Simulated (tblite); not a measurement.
Species: C₂H₉NO₃Si₂.
SMILES with atom numbers: `[O:1]=[C:2]([OH:3])[CH2:4][O:5][SiH2:6][NH:7][SiH3:8]` (hydrogens: H9 on O3; H10, H11 on C4; H12, H13 on Si6; H14 on N7; H15, H16, H17 on Si8)

A start from a force field or distance geometry was refined with GFN2-xTB geometry optimisation, gas phase (tblite). Values at the start:

```csv
coordinate,start
O1=C2,1.230 Å
C2–O3,1.352 Å
C2–C4,1.516 Å
O3–H9,0.976 Å
C4–O5,1.430 Å
C4–H10,1.083 Å
O5–Si6,1.657 Å
Si6–N7,1.687 Å
Si6–H12,1.478 Å
Si6–H13,1.489 Å
N7–Si8,1.685 Å
N7–H14,1.012 Å
Si8–H15,1.482 Å
O1–C2–O3,118.7°
O1–C2–C4,128.5°
C2–C4–O5,111.2°
O3–C2–C4,112.7°
C4–O5–Si6,118.0°
O5–Si6–N7,104.6°
Si6–N7–Si8,109.2°
```

**Question.** How do these coordinates change at the GFN2-xTB level?

**Answer.** 
| coordinate | GFN2-xTB (Å or °) | change |
| --- | --- | --- |
| C4–O5 | 1.378 | -0.052 |
| N7–Si8 | 1.730 | +0.045 |
| Si6–N7 | 1.723 | +0.036 |
| Si6–H13 | 1.456 | -0.033 |
| O1=C2 | 1.200 | -0.030 |
| O5–Si6 | 1.632 | -0.025 |
| C4–H10 | 1.099 | +0.016 |
| C2–O3 | 1.337 | -0.015 |
| Si8–H15 | 1.468 | -0.014 |
| Si6–H12 | 1.467 | -0.011 |
| O3–H9 | 0.972 | -0.004 |
| N7–H14 | 1.011 | -0.001 |
| C2–C4 | 1.516 | 0.000 |
| Si6–N7–Si8 | 128.9 | +19.7 |
| C4–O5–Si6 | 129.4 | +11.4 |
| O5–Si6–N7 | 113.0 | +8.4 |
| O1–C2–O3 | 122.8 | +4.1 |
| O1–C2–C4 | 126.2 | -2.3 |
| C2–C4–O5 | 113.3 | +2.1 |
| O3–C2–C4 | 111.0 | -1.7 |

The energy falls by 78.0 kJ/mol over 233 L-BFGS steps, the largest force on an atom goes from 2.64 to 0.010 eV/Å, and the atoms move by 1.161 Å rms after alignment. The bond that changes most is C4–O5 (sp3 carbon bound to oxygen to silyl ether oxygen), which shortens by 0.052 Å. Bonds longer at the end by more than 0.005 Å: 3 of 16; shorter: 10. Among the dihedrals that turn most is H10–C4–O5–Si6, from 60° to -42°. Rotational constants go from 4544, 497.4, 480.0 to 2461, 739.2, 599.5 MHz.

Its GFN2-xTB frequencies are all real (lowest 28 cm⁻¹). One conformer, not necessarily the lowest. 3 starts were optimised and ended at 0.00, 0.28 and 0.99 kcal/mol (GFN2-xTB); the lowest of these is shown.

All values are computed, not measured.
